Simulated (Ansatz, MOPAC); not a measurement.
System: C2H8BN2 (charge 0, doublet). SMILES: CCB([NH])N

Atoms: C1, C2, B3, N4, N5, H6, H7, H8, H9, H10, H11, H12, H13. Bonds: C1-C2, C1-H6, C1-H7, C1-H8, C2-B3, C2-H9, C2-H10, B3-N4, B3-N5, N4-H11, N5-H12, N5-H13.

Bond lengths (Å) and angles (degrees) optimised at AM1 with MOPAC; PM6 with MOPAC; HF/3-21G with Ansatz (a quantum-chemistry and plane-wave program); PBE/6-31G* with Ansatz; B3LYP/6-31G* with Ansatz; MP2/6-31G* with Ansatz, each started from the B3LYP-D3(BJ)/def2-TZVP structure (Ansatz) of the last column. A row stands for all coordinates that are equal there; 13 of 30 kinds are shown. 6-31G* holds six Cartesian d functions. No wavenumbers were computed at PBE/6-31G*, MP2/6-31G*, so these may be saddle points.

```tsv
coordinate	AM1	PM6	HF/3-21G	PBE/6-31G*	B3LYP/6-31G*	MP2/6-31G*	B3LYP-D3(BJ)/def2-TZVP
C1-C2	1.501	1.517	1.553	1.541	1.541	1.537	1.538
C1-H6	1.117	1.099	1.083	1.103	1.095	1.093	1.091
C1-H7	1.118	1.097	1.084	1.105	1.097	1.094	1.092
C2-B3	1.580	1.602	1.594	1.616	1.603	1.591	1.597
C2-H9	1.117	1.101	1.091	1.105	1.100	1.097	1.093
C2-H10	1.116	1.100	1.088	1.108	1.100	1.097	1.096
B3-N4	1.439	1.459	1.472	1.440	1.448	1.461	1.436
B3-N5	1.365	1.417	1.413	1.417	1.409	1.407	1.406
C1-C2-B3	116.4	108.1	113.2	112.0	113.8	111.3	111.8
C2-B3-N4	115.4	117.6	119.4	118.0	118.9	118.9	118.0
C2-B3-N5	120.5	120.6	121.6	119.4	120.5	121.1	120.3
N4-B3-N5	124.0	121.7	119.0	122.1	120.4	119.7	121.3
C2-C1-H6	111.3	111.4	110.8	111.0	111.2	110.8	111.0
```

Mean signed difference of all 12 bond lengths from B3LYP-D3(BJ)/def2-TZVP: AM1 -0.004 Å, PM6 0.001 Å, HF/3-21G 0.001 Å, PBE/6-31G* 0.011 Å, B3LYP/6-31G* 0.005 Å, MP2/6-31G* 0.004 Å.
